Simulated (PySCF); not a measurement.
# One molecule, several mistakes: C2H6OSi

All numbers below are calculated, not measured. The program is PySCF 2.14.0, an open-source quantum chemistry code, run on an isolated molecule that a program drew, which may never have been made. The molecule is C2H6OSi (charge 0, singlet), drawn as the SMILES string `C[Si]CO`.

Each row is a Hartree-Fock (HF) and frozen-core CCSD(T) single point in the cc-pV(D+d)Z basis, meant for a local HF minimum. Run 1 is clean. Each other run has one planted mistake out of seven kinds, and not every kind appears here: one electron removed, one electron added, multiplicity raised by two, geometry at a saddle point, minimal basis STO-3G, one bond length entered in bohr, all coordinates scaled. The reference is restricted for singlets and unrestricted otherwise, and also for a bond in bohr. Adding or removing an electron swaps singlet and doublet. Electrons count all cores. HOMO and LUMO are orbital energies over both spins, the gradient is its largest component, and the lowest frequency (negative if imaginary) is given only where the gradient is small. Bond lengths are over the 9 bonds as drawn. T1 is the CCSD diagnostic: over 0.02 (restricted) or 0.045 (unrestricted) a single reference is doubtful.

Geometry of the clean run:
```xyz
10
C2H6OSi, angstrom
C    -0.5166    1.6413    0.5891
Si    1.2263    1.1871   -0.0362
C     1.0439   -0.7192    0.0321
O     2.2317   -1.4600   -0.1376
H    -0.8073    2.6584    0.3164
H    -1.3044    0.9470    0.2793
H    -0.4716    1.6063    1.6883
H     0.2850   -1.0110   -0.7159
H     0.6215   -1.0168    0.9981
H     2.7529   -1.0719   -0.8244
```

```
run,electrons,basis functions,<S^2>,HOMO (eV),LUMO (eV),gradient (hartree/bohr),lowest frequency (cm^-1),mean bond (Å),longest bond (Å),T1,HF (hartree),CCSD(T) (hartree),mistake
1,40,95,0.000,-8.48,1.02,2.5e-05,110,1.2963,1.916,0.0113,-442.96548,-443.58993,no fault
2,40,30,0.000,-6.06,5.95,5.1e-02,-,1.2963,1.916,0.0070,-437.68157,-437.90413,minimal basis STO-3G
3,40,95,1.077,-8.95,1.21,2.2e-02,-,1.4043,2.064,0.0709,-442.84211,-443.45937,one bond length entered in bohr
4,40,95,2.005,-7.58,0.53,2.5e-02,-,1.2963,1.916,0.0144,-442.93656,-443.53878,multiplicity raised by two
5,41,95,0.775,-0.57,8.56,3.0e-02,-,1.2963,1.916,0.0127,-442.95666,-443.58848,?
```

**Which mistake was planted in run 5, and what did it cost?**

It counts 41 electrons, one more than the clean run, at the same geometry and basis. So the mistake is: one electron added. Subtracting run 1 and multiplying by 627.51 kcal/mol a hartree, the energy moved by 5.5 kcal/mol in HF and 0.9 kcal/mol in CCSD(T).

Cautions from the logs. Run 3: T1 is over the limit, so its CCSD(T) energy is less reliable; run 5: the added electron raises the CCSD(T) energy, so it isn't bound in this basis.
